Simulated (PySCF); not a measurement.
# Dipole response of Fe³⁺ (iron, charge +3)

[Ar] 3d5, high-spin 6S determinant. Computed with PySCF 2.14 in def2-TZVPPD, with no relativity, point nucleus. Coupled (time-dependent) response in atomic units; α is the mean over directions.

| method | mean α (bohr³) | C₆ (like pair) | S(−4) |
| --- | --- | --- | --- |
| UHF | 1.506 | 3.574 | 0.6759 |
| PBE | 1.697 | 3.999 | 1.155 |
| PBE0 | 1.627 | 3.853 | 0.9395 |
| r2SCAN0 | 1.595 | 3.820 | 0.8500 |

S(−4) is the Cauchy moment in α(ω) = α(0) + S(−4) ω² + …

α(iu) at PBE:

```tsv
u (hartree)	α(iu) (bohr³)
0	1.697
0.0500	1.694
0.100	1.686
0.200	1.653
0.300	1.605
0.500	1.484
0.750	1.329
1.00	1.192
1.50	0.9740
2.00	0.8042
3.00	0.5588
5.00	0.2973
```

For an ion, C₆ is the dispersion term alone; charge-induced terms of lower order in 1/R come first.
